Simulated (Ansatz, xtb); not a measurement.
Two structures of CH7GaSn

Structure I is a singlet given by its coordinates and structure II is `[CH3][SnH2][GaH2]`, a singlet. Both are isolated molecules in the gas phase, relaxed with B3LYP-D3(BJ)/def2-SVP; the shapes shown needn't be the lowest conformers.

I (Å):

```xyz
10

C    -0.9393   -1.1135    0.3826
Ga    0.0582   -0.2157   -1.3397
Sn    0.7845    0.4408    1.3818
H     1.3037    0.6851   -0.4834
H     0.8146   -1.4123   -2.0116
H    -0.5486   -2.1058    0.6412
H    -1.5394   -0.7197    1.2208
H    -1.7151   -1.2584   -0.3979
H    -0.8898    0.8097   -2.0433
H    -0.3416    1.8123    1.1642
```

Close contacts (Å): C1–Ga2 2.18, C1–Sn3 2.53, Ga2–Sn3 2.89, C1–H6 1.10, C1–H7 1.10, C1–H8 1.11, Ga2–H4 1.76, Ga2–H5 1.57, Ga2–H9 1.56, Sn3–H4 1.95, Sn3–H10 1.79.

II (Å):

```yaml
atoms:
  - { symbol: C, position_ang: [-1.3331, -0.3354, 0.2427] }
  - { symbol: Ga, position_ang: [1.9663, 1.1563, -1.5607] }
  - { symbol: Sn, position_ang: [0.8350, -0.5307, 0.1322] }
  - { symbol: H, position_ang: [-1.5999, 0.6802, 0.5676] }
  - { symbol: H, position_ang: [-1.7365, -1.0626, 0.9617] }
  - { symbol: H, position_ang: [-1.7752, -0.5220, -0.7463] }
  - { symbol: H, position_ang: [1.1994, -2.1658, -0.3019] }
  - { symbol: H, position_ang: [1.4695, -0.3066, 1.7266] }
  - { symbol: H, position_ang: [3.5294, 1.1493, -1.7951] }
  - { symbol: H, position_ang: [1.1044, 2.2056, -2.3716] }
```

**Question.** Estimate which is lower in electronic energy at CCSD(T)/def2-SVP + ΔMP2/def2-TZVPP, and by roughly how much.

**Answer.** The CCSD(T)/def2-SVP + ΔMP2/def2-TZVPP calculation puts structure II lower, by 3.9 kcal/mol.

Level by level:

| level | geometry | E(II) − E(I) (kcal/mol) | departure from the last row (kcal/mol) | job, with rough time for the two |
| --- | --- | --- | --- | --- |
| GFN2-xTB | GFN2-xTB | +12.4 | +16.3 | optimisation, 0.19 s |
| HF/STO-3G | GFN2-xTB | −68.7 | −64.9 | single point, 2.7 s |
| r2SCAN-D4/def2-SVP | GFN2-xTB | −5.2 | −1.3 | single point, 4.6 s |
| B3LYP-D3(BJ)/def2-SVP | B3LYP-D3(BJ)/def2-SVP | −2.9 | +1.0 | optimisation, 2 min |
| HF/def2-SVP | B3LYP-D3(BJ)/def2-SVP | −15.4 | −11.5 | part of the CCSD(T) run |
| MP2/def2-SVP | B3LYP-D3(BJ)/def2-SVP | −8.7 | −4.8 | part of the CCSD(T) run |
| CCSD(T)/def2-SVP | B3LYP-D3(BJ)/def2-SVP | −7.6 | −3.7 | single point |
| CCSD(T)/def2-SVP + ΔMP2/def2-TZVPP | B3LYP-D3(BJ)/def2-SVP | −3.9 |  | single point, 40 s |

GFN2-xTB puts the two in the other order. The largest departure from CCSD(T)/def2-SVP + ΔMP2/def2-TZVPP is that of HF/STO-3G, 64.9 kcal/mol. The last row adds to CCSD(T) the change of the MP2 difference between the two basis sets, here +3.7 kcal/mol, a large step that makes the value less sure.

With harmonic frequencies from B3LYP-D3(BJ)/def2-SVP (ideal gas, rigid rotor, one conformer each, 298.15 K, 1 atm): on the last row, ΔE + ΔZPE = −4.4 kcal/mol. A mode under 50 cm⁻¹ makes harmonic enthalpies and free energies unreliable, so none is given.

The correlated steps freeze 14 core orbitals; the filled d shell of Ga and Sn is correlated, in a basis made for valence electrons. Atoms past krypton carry core potentials in the def2 sets, other sets are all-electron and non-relativistic, and no spin–orbit term is included. Programs: Ansatz 0.2.0, xtb 6.7.1; the last row on 2 threads of Arm Neoverse V2 on a shared host.
